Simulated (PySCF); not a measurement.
difluoro(fluoromethyl)silane (CH3F3Si), SMILES F[SiH](F)CF.

Geometry optimised at ωB97X-D3(BJ)/def2-SVP. One conformer was computed; it need not be the lowest.

Computed with TDDFT-PBE/def2-SVPD run with PySCF.

Vertical excitations. The molecule is in vacuum. State labels are in the subgroup Cs.

Computed UV-visible absorptions:
| state | symmetry | energy (eV) | λ (nm) | f | main pairs |
|---|---|---|---|---|---|
| S1 | A' | 6.81 | 182 | 0.005 | HOMO→LUMO 99 % |
| S2 | A" | 7.39 | 168 | 0.000 | HOMO→LUMO+1 99 % |
| S3 | A" | 7.70 | 161 | 0.000 | HOMO−1→LUMO 99 % |
| S4 | A' | 7.72 | 161 | 0.044 | HOMO→LUMO+2 99 % |
| S5 | A' | 8.38 | 148 | 0.008 | HOMO−1→LUMO+1 94 % |
| S6 | A' | 8.58 | 145 | 0.006 | HOMO−2→LUMO 74 %, HOMO→LUMO+4 17 % |
| S7 | A' | 8.66 | 143 | 0.031 | HOMO→LUMO+4 69 %, HOMO−2→LUMO 23 % |
| S8 | A" | 8.66 | 143 | 0.023 | HOMO−1→LUMO+2 99 % |
| S9 | A' | 8.84 | 140 | 0.142 | HOMO→LUMO+3 81 % |
| S10 | A" | 9.16 | 135 | 0.013 | HOMO→LUMO+5 44 %, HOMO−3→LUMO 42 %, HOMO−2→LUMO+1 12 % |
| T1 | A' | 6.32 | 196 | 0 | HOMO→LUMO 99 % |
| T2 | A" | 7.08 | 175 | 0 | HOMO→LUMO+1 99 % |
| T3 | A" | 7.40 | 167 | 0 | HOMO−1→LUMO 99 % |
| T4 | A' | 7.48 | 166 | 0 | HOMO→LUMO+2 99 % |
Triplets are in the Tamm–Dancoff approximation, which puts them higher than full response would, so one can lie above its singlet here.
